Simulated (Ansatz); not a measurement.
Reaction (homolysis of the Ga–O bond): `[OH][Ga]([F])[Br]` → `[F][Ga][Br]`• + `[OH]`•

Computed with Ansatz on PBE0-D4/def2-TZVP structures; ΔE is electronic, products minus reactants. CCSD(T)/CBS adds triple-zeta CCSD(T) − MP2 to the extrapolated MP2 energy (def2 sets, frozen cores). This one scheme is used for every species. DFT in def2-TZVPP. B3LYP here is the variant with VWN-RPA as its local correlation; programs differ in this. No spin–orbit coupling; open shells (•) take unrestricted orbitals. For Br, Ga outer-core shells are correlated without core-valence functions, which leaves a few kJ/mol of doubt a bond. Scalar relativity is left out up to krypton. One conformer a species, not always the lowest.

```csv
level,ΔE (kcal/mol),difference from CCSD(T)/CBS
PBE-D4,100.9,-6.7
BLYP-D4,96.3,-11.3
r2SCAN-D4,99.5,-8.1
B97M-V,100.8,-6.8
B3LYP-D4,97.2,-10.4
r2SCANh-D4,98.5,-9.1
BHLYP-D4,94.8,-12.8
CAM-B3LYP-D4,100.8,-6.8
BLYP,94.2,-13.4
r2SCAN0,96.9,-10.7
BHLYP,93.4,-14.2
LC-ωPBE,102.5,-5.1
RPA@PBE/def2-TZVPP,97.0,-10.6
HF/def2-SVP,71.0,-36.6
MP2/def2-SVP,108.6,1.0
CCSD(T)/def2-SVP,101.5,-6.1
CCSD(T)/CBS,107.6,0
```

Largest T1 diagnostic among the species: 0.014.

Leaving LDA and LC-ωPBE aside and taking each functional with its dispersion term where it has one, the values, not all of them listed here, spread over 9.2 kcal/mol, from BHLYP-D4 to PBE-QIDH. LDA lies +19.4 kcal/mol from PBE without D4, its usual overbinding. From BLYP to BHLYP (50 % exact exchange), in def2-TZVPP and without D4, ΔE moves by −0.7 kcal/mol: exact exchange takes away binding that semilocal exchange gives to molecules. At CCSD(T), def2-SVP lies −6.1 kcal/mol from the extrapolated value and def2-TZVPP −3.1 kcal/mol: correlation converges slowly with the basis, and small sets miss more of it in the bonded molecule than in its fragments.
